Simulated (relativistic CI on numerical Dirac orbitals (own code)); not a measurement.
Hyperfine structure of Tm XLIV, mass number 169

Method of calculation: Dirac-Coulomb-Breit CI, orbitals from a KLI potential per configuration, model QED, unscaled Slater integrals (own radial code, finite nucleus).

Configuration list (outside the closed core [Ne]): 3s2 3p6 3d8, 3s2 3p5 3d9, 3s2 3p4 3d10, 3s 3p6 3d9, 3p6 3d10, 3s 3p5 3d10, 3s2 3p6 3d7 4s, 3s2 3p6 3d7 4p, 3s2 3p4 3d9 4s, 3s2 3p6 3d7 4d, 3s2 3p4 3d9 4p, 3s2 3p5 3d8 4s, 3s2 3p6 3d7 4f, 3s2 3p4 3d9 4d, 3s 3p5 3d9 4s, 3s2 3p5 3d8 4p. Levels of other configurations are missing.

Nuclear spin I = 1/2, μ = -0.231 μN (tables of Stone and Pyykkö). The electronic factors are computed for point nuclear moments, without core polarisation or the Bohr-Weisskopf and QED corrections.

```csv
Level,E (Ry),A (MHz)
3s2 3p6 3d8 3F_4,0.0000,-13630
3s2 3p6 3d8 3F_3,3.3681,-19880
3s2 3p6 3d8 3P_2,3.9948,-15890
3s2 3p6 3d8 3P_1,4.3466,2005
3s2 3p6 3d8 1G_4,4.4012,-21790
3s2 3p6 3d8 3F_2,7.2105,-34150
3s2 3p5 3d9 3F°_4,27.5396,-33980
3s2 3p5 3d9 1D°_2,28.1771,-19980
```

Levels with J = 0, under 50 % of one LS term, or S terms without an open s electron are left out. Small factors come from cancelling terms and can be off by tens of per cent or more.

At this charge energies of transitions that change n are usually good to better than 1 %, and those within a shell (Δn = 0) to a few per cent.

Question: Give the hyperfine levels of 3s2 3p6 3d8 3F_4 relative to its centre of gravity.

Answer: With K = F(F + 1) − I(I + 1) − J(J + 1), E = AK/2: F = 7/2: 34080, F = 9/2: -27260 MHz.

LS names give the leading component of a level, which can be under half, so a name can repeat, a term be missing and a line seem to break the LS rules.
